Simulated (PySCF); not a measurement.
PySCF input for C2H3O2, SMILES CC([O-])=O, charge -1, PBE0-D3(BJ)/def2-SVPD. Geometry optimised at PBE0-D3(BJ)/def2-SVPD.

```python
import numpy as np
from pyscf import gto, scf, dft, df
from pyscf.hessian import thermo

mol = gto.M(
    atom='''
    C    -1.33506087   -0.15650007   -0.00894139
    C     0.20585176    0.01772328    0.00032663
    O     0.88499483   -1.02899496   -0.09348883
    O     0.60524761    1.19970571    0.10300587
    H    -1.75542191    0.24792798    0.92561745
    H    -1.62401760   -1.21194034   -0.11560476
    H    -1.76724545    0.43098698   -0.83446039
    ''',
    basis='def2-SVPD',
    charge=-1,
    spin=0,
    max_memory=1600,
    verbose=3,
)
mf = dft.RKS(mol, xc='pbe0').density_fit(auxbasis='def2-universal-jkfit')
mf.disp = 'd3bj'
mf.grids.level = 3
mf.conv_tol = 1e-11
mf.max_cycle = 100
mf.kernel()

# analytic Hessian; the response equations are solved on a coarser grid
h, args, fine = mf.Hessian(), (mf.mo_energy, mf.mo_coeff, mf.mo_occ), mf.grids
h.max_memory = max(150, 2.5e-5 * df.make_auxmol(mol, mf.with_df.auxbasis).nao * mol.nelec[0] * (mol.nelec[0] + mol.nao))  # MB; small integral blocks
h1ao = h.make_h1(mf.mo_coeff, mf.mo_occ)
mf.grids = dft.Grids(mol).set(level=1).build(with_non0tab=True)
mo1, mo_e1 = h.solve_mo1(*args, h1ao)
mf.grids = fine
hess = h.hess_elec(*args, mo1, mo_e1, h1ao) + h.hess_nuc()
if mf.do_disp():
    hess += h.get_dispersion()
for i in range(mol.natm):  # the analytic DFT Hessian lacks the response of the grid: restore translational invariance
    hess[i, i] -= hess[i].sum(axis=0)
hess = (hess + hess.transpose(1, 0, 3, 2)) / 2
vib = thermo.harmonic_analysis(mol, hess, imaginary_freq=False)
thermo.dump_normal_mode(mol, vib)
th = thermo.thermo(mf, vib['freq_au'][vib['freq_au'] > 0], 298.15, 101325)
thermo.dump_thermo(mol, th)
g0 = mf.nuc_grad_method().set(verbose=0).kernel()

# dipole derivatives [dipole axis, atom, xyz] from the same response
r, irp = mol.intor('int1e_r'), mol.intor('int1e_irp').reshape(3, 3, mol.nao, mol.nao)
sl, dm0, ok = mol.aoslice_by_atom(), np.array(mf.make_rdm1()), []
dmu = np.einsum('a,xt->xat', mol.atom_charges(), np.eye(3))
for a, (_, _, p0, p1) in enumerate(sl):
    dmu[:, a] += 2 * np.einsum('xtij,ij->xt', irp[:, :, :, p0:p1], dm0.reshape(-1, mol.nao, mol.nao).sum(0)[:, p0:p1])
    for u, c, occ, f in [(mo1, mf.mo_coeff, mf.mo_occ, 4)]:
        dmu[:, a] -= f * np.einsum('tui,xuv,vi->xt', u[a], r, c[:, occ > 0], optimize=True)
L = vib['norm_mode']
ir = 974.8801 * (np.einsum('xat,kat->kx', dmu, L) ** 2).sum(1)       # km/mol
apt = np.einsum('xax->a', dmu) / 3
print('mode   freq/cm-1   IR/(km/mol)')
for k, w in enumerate(vib['freq_wavenumber']):
    print(f'{k + 1:4d} {w:11.2f} {ir[k]:13.3f}')
print('max |gradient| / (hartree/bohr):', abs(g0).max())
print('APT charges:', apt.round(4))
```

It prints:

```
converged SCF energy = -228.123705394869

WARN: DFTD3 does not support analytical Hessian, using finite difference


WARN: Mole.unit (angstrom) is changed to Bohr

Mode                                 0                   1                   2
Irrep
Freq [cm^-1]                      -22.4021            437.2277            616.7989
Reduced mass [au]                   1.0862              2.9097              2.1726
Force const [Dyne/A]               -0.0003              0.3277              0.4870
Char temp [K]                     -32.2317            629.0733            887.4362
Normal mode                   x     y     z       x     y     z       x     y     z
       0   C                -0.00 -0.00  0.01   -0.01  0.11  0.01   -0.01 -0.00  0.03
       1   C                 0.00 -0.00  0.01    0.01 -0.08 -0.01   -0.00 -0.02  0.19
       2   O                 0.00  0.00 -0.05    0.12 -0.02 -0.00    0.00  0.01 -0.06
       3   O                -0.00 -0.00  0.04   -0.12 -0.04 -0.00    0.00  0.00 -0.07
       4   H                -0.09  0.51 -0.26    0.14  0.24  0.02   -0.41 -0.06 -0.13
       5   H                 0.00 -0.05  0.51   -0.32  0.19  0.02   -0.00  0.02 -0.24
       6   H                 0.09 -0.44 -0.35    0.15  0.24  0.03    0.39  0.08 -0.12
Mode                                 3                   4                   5
Irrep
Freq [cm^-1]                      636.1829            899.5231            986.3814
Reduced mass [au]                   5.6147              6.2845              1.4843
Force const [Dyne/A]                1.3389              2.9960              0.8509
Char temp [K]                     915.3255           1294.2135           1419.1832
Normal mode                   x     y     z       x     y     z       x     y     z
       0   C                -0.17 -0.01 -0.00   -0.12 -0.00  0.00   -0.00  0.14  0.01
       1   C                -0.04 -0.01 -0.01    0.15  0.02  0.00   -0.01 -0.02 -0.00
       2   O                 0.09  0.09  0.01    0.02 -0.12 -0.01    0.04 -0.03 -0.00
       3   O                 0.10 -0.07 -0.00   -0.01  0.12  0.01   -0.04 -0.04 -0.00
       4   H                -0.18 -0.02  0.00   -0.18 -0.04 -0.01   -0.27 -0.21  0.04
       5   H                -0.19 -0.01  0.01   -0.15 -0.00  0.00    0.63 -0.03 -0.00
       6   H                -0.21 -0.03  0.00   -0.19 -0.04  0.00   -0.29 -0.19 -0.08
Mode                                 6                   7                   8
Irrep
Freq [cm^-1]                     1029.0933           1294.7319           1408.3293
Reduced mass [au]                   2.0620              1.3019              4.1938
Force const [Dyne/A]                1.2866              1.2858              4.9008
Char temp [K]                    1480.6361           1862.8309           2026.2724
Normal mode                   x     y     z       x     y     z       x     y     z
       0   C                 0.00 -0.01  0.12   -0.13 -0.01 -0.00    0.04 -0.02 -0.00
       1   C                -0.00  0.02 -0.17   -0.02 -0.00 -0.00   -0.18 -0.02 -0.00
       2   O                -0.00 -0.00  0.03    0.02 -0.02 -0.00    0.07 -0.09 -0.01
       3   O                 0.00 -0.00  0.03    0.01  0.03  0.00    0.05  0.09  0.01
       4   H                -0.43  0.01 -0.09    0.45  0.10  0.19   -0.13  0.20 -0.17
       5   H                 0.01  0.02 -0.23    0.46 -0.15 -0.02    0.08 -0.02  0.00
       6   H                 0.42  0.00 -0.10    0.45  0.14 -0.17   -0.12  0.17  0.21
Mode                                 9                  10                  11
Irrep
Freq [cm^-1]                     1433.3549           1445.2794           1718.5840
Reduced mass [au]                   1.2546              1.0513             10.9978
Force const [Dyne/A]                1.5187              1.2938             19.1380
Char temp [K]                    2062.2786           2079.4352           2472.6597
Normal mode                   x     y     z       x     y     z       x     y     z
       0   C                -0.02 -0.05 -0.00    0.00 -0.00  0.06    0.00 -0.01 -0.00
       1   C                 0.08  0.03  0.00   -0.00 -0.00  0.02   -0.03  0.24  0.02
       2   O                -0.02  0.03  0.00    0.00 -0.00 -0.00    0.05 -0.08 -0.01
       3   O                -0.03 -0.05 -0.00    0.00  0.00 -0.00   -0.03 -0.09 -0.01
       4   H                -0.14  0.48 -0.28    0.26  0.38 -0.02    0.04 -0.02  0.03
       5   H                 0.33 -0.13 -0.03   -0.01  0.08 -0.71   -0.09  0.02  0.00
       6   H                -0.15  0.40  0.37   -0.25 -0.39 -0.10    0.05 -0.01 -0.03
Mode                                12                  13                  14
Irrep
Freq [cm^-1]                     3027.1876           3117.2112           3133.0265
Reduced mass [au]                   1.0338              1.1018              1.1060
Force const [Dyne/A]                5.5817              6.3080              6.3963
Char temp [K]                    4355.4490           4484.9728           4507.7276
Normal mode                   x     y     z       x     y     z       x     y     z
       0   C                -0.05  0.00  0.00   -0.00  0.01 -0.09   -0.01  0.09  0.01
       1   C                 0.00  0.00  0.00    0.00  0.00 -0.00   -0.00  0.00  0.00
       2   O                -0.00  0.00  0.00   -0.00  0.00  0.00    0.00 -0.00 -0.00
       3   O                -0.00 -0.00 -0.00   -0.00 -0.00  0.00    0.00 -0.00 -0.00
       4   H                 0.21 -0.22 -0.50   -0.26  0.26  0.57    0.13 -0.11 -0.30
       5   H                 0.12  0.52  0.05    0.00  0.02 -0.01   -0.20 -0.77 -0.08
       6   H                 0.21 -0.31  0.44    0.26 -0.36  0.49    0.14 -0.19  0.29
temperature 298.1500 [K]
pressure 101325.00 [Pa]
Rotational constants [GHz] 11.52158 10.03193 5.54848
Symmetry number 1
Zero-point energy (ZPE) 0.04826 [Eh]   126701.951 [J/mol]
                           tot       elec      trans        rot        vib
Entropy [J/mol/K]       267.481      0.000    159.609     99.292      8.580
Cv [J/mol/K]             46.090      0.000     12.472     12.472     21.147
Cp [J/mol/K]             54.405      0.000     20.786     12.472     21.147
Internal energy [J/mol]                      3718.434   3718.434 128608.038
Internal energy [Eh]   -228.07189  -228.12371
Enthalpy [J/mol]                             6197.391   3718.434 128608.038
Enthalpy [Eh]          -228.07094
Gibbs free energy [J/mol]                  -41390.003 -25885.430 126049.877
Gibbs free energy [Eh] -228.10132
mode   freq/cm-1   IR/(km/mol)
   1      -22.40         0.012
   2      437.23         1.737
   3      616.80         5.313
   4      636.18        10.319
   5      899.52        42.785
   6      986.38         6.851
   7     1029.09         3.875
   8     1294.73         3.219
   9     1408.33       251.042
  10     1433.35        55.967
  11     1445.28         3.347
  12     1718.58       715.948
  13     3027.19        44.195
  14     3117.21        41.203
  15     3133.03        50.594
max |gradient| / (hartree/bohr): 3.404628383854756e-05
APT charges: [-0.0746  1.2851 -1.0404 -1.0466 -0.0387 -0.0459 -0.0389]
```

The run converged. The end point has an imaginary mode, so it is no minimum.
